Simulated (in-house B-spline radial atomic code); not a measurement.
How numerical settings move a run on the rubidium ion Rb²⁺, [Ar] 3d10 4s2 4p5. Computed with a B-spline radial code for spherical atoms: Dirac-Kohn-Sham BLYP, spherical fractional occupations, Fermi nucleus of rms radius 4.2036 fm.

Command:
```bash
python run_scf.py task.json out
```
Settings of the sound reference run:
```
Z                37
electrons        35
configuration    [Ar] 3d10 4s2 4p5
hamiltonian      dirac
method           b88,lyp
spin_polarised   False
nucleus          fermi
rms_radius       4.2036
mass_number      85
atomic_mass      84.91179
speed_of_light   137.036
knot_spacing     0.22
spline_order     8
gauss_points     12
box_radius       22.22
max_iterations   70
damping          0.5
damped_steps     3
diis_vectors     10
tolerance        1e-08
start            Thomas-Fermi
```

Run time, properties included: 1.2 s on 1 thread of Arm Neoverse V1, with other jobs on the host.

It converges in 9 iterations to -2980.729095 hartree, with 4p3/2 at -33.2375 eV. The other runs change the listed settings, some to values that make no sense; their results aren't properties of the atom or ion. Radii are in bohr (the nuclear one in fm), a minus after a letter asks for a j subshell, and «unchanged» means within 1e-8 hartree. The run stops when the residual is below 10 × tolerance × max(1, Z/10), or a noise floor if that is larger, and the energy moves by less than 1e-8 × √|E| hartree; so very loose and very tight tolerances often act alike.

| changed settings | outcome |
| --- | --- |
| spline_order = 4 | converged in 9 iterations, energy +1.18e-03 hartree from the reference, 4p3/2 level -5.9e-05 eV |
| knot_spacing = 0.1, box_radius = 4.44, first_knot = 0.0027, max_iterations = 50 | converged in 9 iterations, energy +2.97e-02 hartree from the reference, 4p3/2 level +3.8e-01 eV (the program warns: 4p3/2 reaches the box edge; 4s1/2 reaches the box edge) |
| damped_steps = 30 | converged in 16 iterations, energy unchanged, 4p3/2 level -4.7e-06 eV |
| damped_steps = 0 | converged in 8 iterations, energy unchanged, 4p3/2 level -8.5e-06 eV |
| electrons = 38, configuration = [Ar] 3d10 4s2 4p5 5s3, max_iterations = 60 | stopped with error: shell 5s holds at most 2 electrons |
| max_iterations = 8, diis_vectors = 1 | not converged after 8 iterations, last residual 3.6e-04, last energy +4.08e-06 hartree from the reference |
| spline_order = 3, max_iterations = 100, diis_vectors = 0, start = bare nucleus | converged in 21 iterations, energy +7.28e-02 hartree from the reference, 4p3/2 level -9.7e-04 eV |
| spline_order = 10 | converged in 9 iterations, energy +4.79e-07 hartree from the reference |
| gauss_points = 4 | converged in 9 iterations, energy +5.26e-07 hartree from the reference, 4p3/2 level +8.7e-07 eV |
| damped_steps = 1 | converged in 8 iterations, energy unchanged, 4p3/2 level -8.8e-06 eV |
| spline_order = 3 | converged in 9 iterations, energy +7.28e-02 hartree from the reference, 4p3/2 level -9.7e-04 eV |
| method = scan,scan | stopped with error: meta-GGAs are not served with the Dirac Hamiltonian |
| knot_spacing = 0.4, max_iterations = 8, damping = 0.8, tolerance = 0.01 | not converged after 8 iterations, last residual 2.6e-05, last energy +4.79e-04 hartree from the reference |
| spline_order = 5 | converged in 9 iterations, energy +3.59e-05 hartree from the reference |

Q: What happens with spline_order = 6?

A: Converged in 9 iterations, energy +1.98e-06 hartree from the reference, 4p3/2 level -3.7e-06 eV.

Q: What happens with gauss_points = 16?

A: Converged in 9 iterations, energy unchanged.

Q: What happens with gauss_points = 3?

A: Converged in 9 iterations, energy +1.22e-04 hartree from the reference, 4p3/2 level +1.6e-05 eV.

Q: What happens with electrons = 37, configuration = [Ar] 3d10 4s2 4p7, max_iterations = 100?

A: Stopped with error: shell 4p holds at most 6 electrons.
